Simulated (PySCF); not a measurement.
Compound: mer-IrF3(NH3)3 (singlet state).
Bonds: Ir1–F2, Ir1–F3, Ir1–F4, Ir1–N5, Ir1–N9, Ir1–N13. Hydrogens: H6, H7, H8 on N5; H10, H11, H12 on N9; H14, H15, H16 on N13.

Computed with PBE0-D3(BJ)/def2-SVP geometry optimisation, gas phase, def2 core potentials past Kr in PySCF 2.14.0.

Q: Give the optimised bond lengths and angles.

A: 
```
                   bond  length (bohr)
                 Ir1–F2          3.793
                 Ir1–F3          3.754
                 Ir1–F4          3.717
                 Ir1–N5          3.933
        Ir1–N9, Ir1–N13          3.888
           N5–H6, N5–H7          1.929
                  N5–H8          1.947
N9–H10 and 5 like bonds          1.935
```

Bonds in one row agree within 0.02 bohr and their mean is given. A selection of angles:
```
      angle  degrees
  F2–Ir1–F3    175.6
  F2–Ir1–F4     96.2
  F2–Ir1–N5     78.7
  F2–Ir1–N9     81.2
 F2–Ir1–N13    101.3
  F3–Ir1–F4     88.2
  F3–Ir1–N5     96.9
  F3–Ir1–N9     99.2
 F3–Ir1–N13     79.3
  F4–Ir1–N5    174.9
  F4–Ir1–N9     82.8
  N5–Ir1–N9     96.2
 N5–Ir1–N13     96.8
 N9–Ir1–N13    167.0
  Ir1–N5–H6    116.7
  Ir1–N5–H7    116.3
  Ir1–N5–H8     99.0
   H6–N5–H7    106.6
   H6–N5–H8    108.8
 Ir1–N9–H10    121.7
 Ir1–N9–H11     99.6
 Ir1–N9–H12    106.2
 H10–N9–H11    109.3
 H10–N9–H12    111.1
 H11–N9–H12    107.8
Ir1–N13–H14    102.2
Ir1–N13–H15    123.7
```

The F–Ir distances run from 1.967 Å (Ir1–F4) to 2.007 Å (Ir1–F2), a spread of 0.040 Å. The Ir–N distances run from 2.057 Å (Ir1–N9) to 2.081 Å (Ir1–N5), a spread of 0.024 Å. N9 (nitrogen bonded to Ir and 3 H) is distorted tetrahedral (angles from 99.6° to 121.7°). Ir1 (iridium bonded to 3 F and 3 N) is distorted octahedral (the three widest angles are 175.6°, 174.9° and 167.0°, the others run from 78.7° to 101.3°). N5 (nitrogen bonded to Ir and 3 H) is distorted tetrahedral (angles from 99.0° to 116.7°).

Point group: C1 (no symmetry element, even within 0.4 Å). No frequency check.
